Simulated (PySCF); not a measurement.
Match the calculated data to a structure.

All candidates are C6H11B.

| technique | computed result |
| --- | --- |
| UV, strongest line | among the 10 lowest singlet transitions: S4 at 5.91 eV (210 nm, f = 0.436) [TDDFT wB97X-D/def2-SVPD] |
| Rotational structure | rotational constants A, B, C: 4.277, 1.859, 1.318 GHz [PBE0-D3(BJ)/def2-SVP] |
| UV, first state | lowest singlet excitation: 4.41 eV (281 nm, f = 0.107) [TDDFT wB97X-D/def2-SVPD] |
| Polarisability | 93.1 au [wB97X-D/def2-SVPD] |
| 13C NMR | chemical shifts (computed TMS as zero) by class: 164.9 (1 C), 151.3 (1 C), 150.5 (1 C), 124.4 (1 C), 22.7 (1 C), 21.7 (1 C) ppm [GIAO PBE0/pcSseg-1] |
| Couplings | largest of the computed one-bond spin–spin couplings (means over like bonds): 13C–1H +168.7, 13C–1H +165.8, 13C–1H +151.6, 13C–1H +134.1 (×3), 11B–1H +133.6 (×2), 13C–1H +132.7 (×3), 13C–13C +79.0, 13C–11B +70.6 Hz [B3LYP/pcJ-1, spin–dipole term left out for some pairs] |

Electronic properties: PySCF, gas phase, density fitting. Levels stand in brackets. One conformer (not necessarily the lowest) at the PBE0-D3(BJ)/def2-SVP geometry, without solvent, vibrations or thermal averaging. NMR values are class means; diastereotopic atoms form classes of their own.

Problem. Which candidate is it?
A. `B[C@@H]1C[C@@H]1C1CC1`
B. `B/C(=C\C)C(=C)C`
C. `B/C(=C/C)C(=C)C`
D. `CB(C)[C@H]1[C@@H]2C[C@@H]21`

Solution. B. It is `B/C(=C\C)C(=C)C`. Numbering: `[BH2:1]/[C:2](=[CH:3]\[CH3:4])[C:5](=[CH2:6])[CH3:7]`. 6 carbons fall into 6 classes; from least to most shielded: alkene CH carbon [C3] (164.9 ppm), fully substituted alkene carbon [C2] (151.3 ppm), fully substituted alkene carbon [C5] (150.5 ppm), terminal =CH2 carbon [C6] (124.4 ppm), allylic carbon [C7] (22.7 ppm), allylic carbon [C4] (21.7 ppm). The couplings run between: +168.7 Hz, terminal =CH2 carbon [C6] and its hydrogen; +165.8 Hz, terminal =CH2 carbon [C6] and its hydrogen; +151.6 Hz, alkene CH carbon [C3] and its hydrogen; +134.1 Hz, allylic carbon [C4] and its hydrogen (with 2 like pairs); +133.6 Hz, three-coordinate boron [B1] and its hydrogen (with 1 like pair); +132.7 Hz, allylic carbon [C7] and its hydrogen (with 2 like pairs); +79.0 Hz, fully substituted alkene carbon [C5] and terminal =CH2 carbon [C6]; +70.6 Hz, fully substituted alkene carbon [C2] and three-coordinate boron [B1]. By its constants the optimised geometry is an asymmetric top.

The others, at the same levels:
- `CB(C)[C@H]1[C@@H]2C[C@@H]21` fails: it has 4 carbon classes against 6; its computed 13C shifts are 45.1 (1 C), 34.5 (1 C), 12.9 (2 C), 5.8 (2 C) ppm, lowest singlet excitation is 5.92 eV (209 nm, f = 0.002) (against 4.41 eV) and strongest line among the 10 lowest singlet transitions is S5 at 7.65 eV (162 nm, f = 0.281) (against S4 at 5.91 eV).
- `B/C(=C/C)C(=C)C` fails: its computed 13C shifts are 176.0 (1 C), 164.3 (1 C), 156.2 (1 C), 119.5 (1 C), 26.7 (1 C), 20.5 (1 C) ppm, lowest singlet excitation is 4.64 eV (267 nm, f = 0.040) (against 4.41 eV) and strongest line among the 10 lowest singlet transitions is S5 at 6.53 eV (190 nm, f = 0.230) (against S4 at 5.91 eV).
- `B[C@@H]1C[C@@H]1C1CC1` fails: its computed 13C shifts are 35.6 (1 C), 24.9 (1 C), 23.2 (1 C), 14.6 (1 C), 8.3 (1 C), 5.9 (1 C) ppm, lowest singlet excitation is 5.66 eV (219 nm, f = 0.010) (against 4.41 eV) and strongest line among the 10 lowest singlet transitions is S3 at 6.43 eV (193 nm, f = 0.121) (against S4 at 5.91 eV).

Each candidate is one conformer, not necessarily the lowest. The conformers computed, where there is a choice (atom-mapped SMILES and torsion angles):
- `[BH2:1]/[C:2](=[CH:3]\[CH3:4])[C:5](=[CH2:6])[CH3:7]`: B1–C2–C5–C6 5°
- `[CH3:1][B:2]([CH3:3])[C@H:4]1[C@@H:5]2[CH2:6][C@H:7]12`: C1–B2–C4–C5 -36°
- `[BH2:1]/[C:2](=[CH:3]/[CH3:4])[C:5](=[CH2:6])[CH3:7]`: B1–C2–C5–C6 118°
- `[BH2:1][C@@H:2]1[CH2:3][C@@H:4]1[CH:5]1[CH2:6][CH2:7]1`: C3–C4–C5–C6 116°
